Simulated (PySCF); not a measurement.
Cl2H5NSi2, SMILES N[SiH2][SiH](Cl)Cl. Atoms are numbered in the order given.

```xyz
10

Si     0.5490    -0.7226     0.0000
Cl     1.1879     0.3220     1.6956
Cl     1.1879     0.3220    -1.6956
Si    -1.7941    -0.5497     0.0000
N     -2.2250     1.1351     0.0000
H      1.2557    -2.0313     0.0000
H     -2.3386    -1.1967    -1.2267
H     -2.3386    -1.1967     1.2267
H     -1.9814     1.6718     0.8298
H     -1.9814     1.6718    -0.8298
```

Coordinates come from a B3LYP-D3(BJ)/def2-SVP optimisation. This is a generated structure with no PubChem entry under its InChIKey; it may be hypothetical. Other conformers were not sampled.

The numbers are results of PySCF with PBE/def2-TZVP, not measurements.

Gas-phase values at a fixed geometry.

Computed frontier levels, gap, dipole moment and polarisability:
```yaml
highest_occupied_level: -6.11 eV
lowest_empty_level: -1.64 eV
orbital_gap: 4.47 eV
dipole_moment: 1.01 D
quadrupole, principal values (traceless, Buckingham form, about the centre of nuclear charge): -6.42, -0.53, 6.95 D·Å
mean_static_polarisability: 88.1 bohr³ (13.06 Å³)
polarisability_principal_values: 79.4, 88.8, 96.1 bohr³
```
